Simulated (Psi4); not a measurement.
C3H7O (SMILES CC(C)=[OH+]), charge +1, singlet, at a GFN2-xTB geometry; B3LYP/aug-cc-pVDZ run with Psi4.

Psi4 was given this input:
```
memory 2 GB

molecule {
1 1
  O    -0.12196456   -0.11943116    1.32799784
  C    -0.00798184   -0.01099008    0.06880575
  C     0.07373480    1.28361169   -0.60229975
  C     0.04849087   -1.25339967   -0.69585394
  H    -0.32280816    2.10426178   -0.00494255
  H     0.33273813   -2.09663446   -0.06823236
  H    -0.40234208    1.26246429   -1.58195675
  H     1.13051027    1.50223461   -0.79778580
  H     0.69259699   -1.16845430   -1.56935464
  H    -0.95587967   -1.46687807   -1.07995797
  H    -0.18456204    0.70312382    1.85433503
}

set basis aug-cc-pvdz
set s_orthogonalization partialcholesky

energy('b3lyp')
print_variables()
```

Predict the main parts of the log of this Psi4 run.


```
   => Loading Basis Set <=

    Name: AUG-CC-PVDZ
    Role: ORBITAL
    Keyword: BASIS

         ---------------------------------------------------------
                                   SCF
               by Justin Turney, Rob Parrish, Andy Simmonett
                          and Daniel G. A. Smith
                              RKS Reference
         ---------------------------------------------------------

  ==> Geometry <==

    Molecular point group: c1
    Full point group: C1

    Geometry (in Angstrom), charge = 1, multiplicity = 1:

       Center              X                  Y                   Z               Mass
    ------------   -----------------  -----------------  -----------------  -----------------
         O           -0.117098114773    -0.105325475255     1.273539859427    15.994914619570
         C           -0.003115394773     0.003115604745     0.014347769427    12.000000000000
         C            0.078601245227     1.297717374745    -0.656757730573    12.000000000000
         C            0.053357315227    -1.239293985255    -0.750311920573    12.000000000000
         H           -0.317941714773     2.118367464745    -0.059400530573     1.007825032230
         H            0.337604575227    -2.082528775255    -0.122690340573     1.007825032230
         H           -0.397475634773     1.276569974745    -1.636414730573     1.007825032230
         H            1.135376715227     1.516340294745    -0.852243780573     1.007825032230
         H            0.697463435227    -1.154348615255    -1.623812620573     1.007825032230
         H           -0.951013224773    -1.452772385255    -1.134415950573     1.007825032230
         H           -0.179695594773     0.717229504745     1.799877049427     1.007825032230

  Running in c1 symmetry.

  Rotational constants: A =      0.32447  B =      0.28710  C =      0.16115 [cm^-1]
  Rotational constants: A =   9727.39557  B =   8606.99395  C =   4831.10383 [MHz]
  Nuclear repulsion =  129.223828156490583

  Charge       = 1
  Multiplicity = 1
  Electrons    = 32
  Nalpha       = 16
  Nbeta        = 16

  ==> Algorithm <==

  SCF Algorithm Type is DF.
  DIIS enabled.
  MOM disabled.
  Fractional occupation disabled.
  Guess Type is SAD.
  Energy threshold   = 1.00e-06
  Density threshold  = 1.00e-06
  Integral threshold = 1.00e-12

  ==> Primary Basis <==

  Basis Set: AUG-CC-PVDZ
    Blend: AUG-CC-PVDZ
    Number of shells: 71
    Number of basis functions: 155
    Number of Cartesian functions: 163
    Spherical Harmonics?: true
    Max angular momentum: 2

  ==> DFT Potential <==

   => LibXC <=

    Version 7.1.2
    S. Lehtola, C. Steigemann, M. J. T. Oliveira, and M. A. L. Marques,  SoftwareX 7, 1–5 (2018) (10.1016/j.softx.2017.11.002)

   => Composite Functional: B3LYP <=

    B3LYP Hyb-GGA Exchange-Correlation Functional

    P. J. Stephens, F. J. Devlin, C. F. Chabalowski, and M. J. Frisch,  J. Phys. Chem. 98, 11623 (1994) (10.1021/j100096a001)

    Deriv               =              1
    GGA                 =           TRUE
    Meta                =          FALSE

    Exchange Hybrid     =           TRUE
    MP2 Hybrid          =          FALSE

   => Exchange Functionals <=

    0.0800   Slater exchange
    0.7200         Becke 88

   => Exact (HF) Exchange <=

    0.2000               HF

   => Correlation Functionals <=

    0.1900   Vosko, Wilk & Nusair (VWN5_RPA)
    0.8100   Lee, Yang & Parr

   => LibXC Density Thresholds  <==

    XC_HYB_GGA_XC_B3LYP:  1.00E-15

   => Molecular Quadrature <=

    Radial Scheme          =       TREUTLER
    Pruning Scheme         =           NONE
    Nuclear Scheme         =       TREUTLER

    Blocking Scheme        =         OCTREE
    BS radius alpha        =              1
    Pruning alpha          =              1
    Radial Points          =             75
    Spherical Points       =            302
    Total Points           =         237376
    Total Blocks           =           1822
[...]

    J tasked:                   Yes
    K tasked:                   Yes
    wK tasked:                   No
    Algorithm:                 Core
    Schwarz Cutoff:           1E-12
    Mask sparsity (%):       0.0000
    Fitting Condition:        1E-10

   => Auxiliary Basis Set <=

  Basis Set: (AUG-CC-PVDZ AUX)
    Blend: AUG-CC-PVDZ-JKFIT
    Number of shells: 196
    Number of basis functions: 568
    Number of Cartesian functions: 649
    Spherical Harmonics?: true
    Max angular momentum: 3

    Using partial Cholesky orthogonalization (doi:10.1063/1.5139948, doi:10.1103/PhysRevA.101.032504).
    Proceeding with canonical orthogonalization in reduced basis.
  Minimum eigenvalue in the overlap matrix is 5.2404610274E-05.
  Reciprocal condition number of the overlap matrix is 3.9491162364E-06.

  ==> Pre-Iterations <==

  SCF Guess: Superposition of Atomic Densities via on-the-fly atomic UHF (no occupation information).

   -------------------------
    Irrep   Nso     Nmo
   -------------------------
     A        155     155
   -------------------------
    Total     155     155
   -------------------------

  ==> Iterations <==

                           Total Energy        Delta E     RMS |[F,P]|

   @DF-RKS iter SAD:  -193.22800134850988   -1.93228e+02   0.00000e+00
   @DF-RKS iter   1:  -193.12580351190869    1.02198e-01   5.71955e-03 DIIS/ADIIS
   @DF-RKS iter   2:  -193.08394631123167    4.18572e-02   5.72329e-03 DIIS/ADIIS
   @DF-RKS iter   3:  -193.50195907765863   -4.18013e-01   3.49045e-04 DIIS/ADIIS
   @DF-RKS iter   4:  -193.50216267597946   -2.03598e-04   3.33561e-04 DIIS/ADIIS
   @DF-RKS iter   5:  -193.50319822257160   -1.03555e-03   4.85430e-05 DIIS
   @DF-RKS iter   6:  -193.50322149525536   -2.32727e-05   1.52143e-05 DIIS
   @DF-RKS iter   7:  -193.50322401226956   -2.51701e-06   2.71267e-06 DIIS
   @DF-RKS iter   8:  -193.50322410319581   -9.09262e-08   3.54829e-07 DIIS
  Energy and wave function converged.

  ==> Post-Iterations <==

   Electrons on quadrature grid:
      Ntotal   =   32.0000194992 ; deviation = 1.950e-05

    Orbital Energies [Eh]
    ---------------------

    Doubly Occupied:

[...]
      16A     -0.594870

    Virtual:

[...]
     155A      3.720584

    Final Occupation by Irrep:
              A
    DOCC [    16 ]
    NA   [    16 ]
    NB   [    16 ]

  @DF-RKS Final Energy:  -193.50322410319581

   => Energetics <=

    Nuclear Repulsion Energy =            129.2238281564905833
    One-Electron Energy =                -508.9315288913707036
    Two-Electron Energy =                 208.2141498141291720
    DFT Exchange-Correlation Energy =     -22.0096731824448533
    Empirical Dispersion Energy =           0.0000000000000000
    VV10 Nonlocal Energy =                  0.0000000000000000
    Total Energy =                       -193.5032241031958051

Computation Completed

Properties will be evaluated at   0.000000,   0.000000,   0.000000 [a0]

Properties computed using the SCF density matrix

 Multipole Moments:

 ------------------------------------------------------------------------------------
     Multipole            Electronic (a.u.)      Nuclear  (a.u.)        Total (a.u.)
 ------------------------------------------------------------------------------------

 L = 1.  Multiply by 2.5417464519 to convert [e a0] to [Debye]
 Dipole X            :         -0.2999015            0.3034761            0.0035746
 Dipole Y            :         -0.2696195            0.8796441            0.6100246
 Dipole Z            :          3.2393559           -3.3960520           -0.1566961
 Magnitude           :                                                    0.6298385

 ------------------------------------------------------------------------------------

  Variable Map:
  ----------------------------------------------------------------------------
[...]
  Array Variable Map:
  ----------------------------------------------------------------------------
[...]
[...]
```
